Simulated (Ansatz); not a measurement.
`Br[Si]Br` + H₂S → `S[Si]Br` + HBr at 298.15 K and 1 bar (ligand exchange at the Si–Br bond).

Isolated molecules relaxed with PBE0-D4/def2-TZVP in Ansatz; ΔE leaves out vibrations. CCSD(T)/CBS is the MP2 limit (def2-TZVPP, def2-QZVPP) plus CCSD(T) − MP2 in def2-TZVPP, frozen cores. This one scheme is used for every species. For Br outer-core shells are correlated without core-valence functions, which leaves a few kJ/mol of doubt a bond. Scalar relativity is left out up to krypton. Each species was taken in one conformer, which may not be the lowest.

| species | CCSD(T)/CBS energy (Eh) | H − E (kJ/mol) | S (J/(mol·K)) |
| --- | --- | --- | --- |
| `Br[Si]Br` | -5435.76988 | 18.9 | 305.4 |
| H₂S | -398.97279 | 49.9 | 205.7 |
| `S[Si]Br` | -3260.81547 | 43.4 | 305.1 |
| HBr | -2573.91920 | 24.6 | 198.6 |

H − E and S are ideal-gas, rigid-rotor, harmonic terms from PBE0-D4/def2-TZVP, for one conformer and one mirror image of each species. 1 Eh = 2625.50 kJ/mol, R = 8.31446 J/(mol·K).

Problem. By hand: ΔE, ΔH, ΔS and ΔG.

Solution. ΔE = (-3260.81547) + (-2573.91920) − (-5435.76988) − (-398.97279) = 0.00800 Eh = 21.0 kJ/mol. Δ(H − E) = 43.4 + 24.6 − 18.9 − 49.9 = -0.8, so ΔH = 20.2 kJ/mol. ΔS = 305.1 + 198.6 − 305.4 − 205.7 = -7.4 J/(mol·K). ΔG = 20.2 − 298.15 × (-7.4)/1000 = 22.4 kJ/mol.

Problem. By hand: the equilibrium constant, and the temperature at which ΔG would vanish if ΔH and ΔS stayed fixed.

Solution. log₁₀ K = −ΔG/(RT ln 10) = -3.9. ΔH and −TΔS have one sign here, so there is no such temperature.

The number of gas molecules stays the same, so ΔS is small and ΔH decides. A doubt of 5 kJ/mol in ΔE shifts log₁₀ K by 0.9 here. Other conformers and mirror images would add mixing entropy, several J/(mol·K) or more a flexible species. These are equilibria of isolated gas molecules and say nothing of rates. Largest T1 diagnostic: 0.012 (customary marks: 0.02 for closed shells, 0.045 for open ones).

ΔS is within the doubt of such terms, so its sign, and with it that verdict, could turn.
